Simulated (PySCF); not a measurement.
These 3 structures share the formula C5H13NSi. Method: PBE0-D3(BJ)/def2-SVP geometry optimisation, gas phase in PySCF. Energies are electronic, without zero-point or thermal terms, for one conformer each. No frequencies were run at this level. Point groups hold within 0.08 Å.

Task: Order them by energy at this level, lowest first, and give relative energies in kcal/mol.
A. `C[SiH2]N1CCCC1` (SiH2Me(pyrrolidide))
B. `[H]/[N:7]=[CH:6]/[SiH2:5][C:2]([CH3:1])([CH3:3])[CH3:4]` with C2–Si5–C6–N7 4°
C. `[CH2:1]=[C:2]([CH3:3])[CH2:4][N:5]([CH3:6])[SiH3:7]` with C1–C2–C4–N5 125°, C2–C4–N5–C6 -67°

Result: A (0.0), C (28.6), B (29.6).

Neighbours under 2.5 kcal/mol apart (C=C(C)CN(C)[SiH3] and [H]/N=C/[SiH2]C(C)(C)C) can change places with a better method, another conformer or zero-point energy.

| SMILES | E (Eh) | E rel (kcal/mol) | dipole (D) | point group | A, B, C (MHz) |
| --- | --- | --- | --- | --- | --- |
| [H][Si]([H])(C)N1CCCC1 | -541.93831 | 0.0 | 1.16 | C1 | 4600, 1308, 1117 |
| C=C(C)CN(C)[SiH3] | -541.89269 | 28.6 | 0.53 | C1 | 3779, 1206, 1100 |
| [H]/N=C/[SiH2]C(C)(C)C | -541.89117 | 29.6 | 1.17 | near Cs | 3110, 1500, 1321 |

Task: How do the relative energies change in single points at PBE0/pcSseg-1 (no added dispersion term) on the same geometries?

Result: 
```tsv
SMILES	PBE0-D3(BJ)/def2-SVP (kcal/mol)	PBE0/pcSseg-1 (kcal/mol)	shift
[H][Si]([H])(C)N1CCCC1	0.0	0.0	0.0
C=C(C)CN(C)[SiH3]	28.6	27.5	-1.1
[H]/N=C/[SiH2]C(C)(C)C	29.6	27.8	-1.8
```

Each column counts from its own lowest isomer. The order is unchanged; the largest shift is 1.8 kcal/mol.
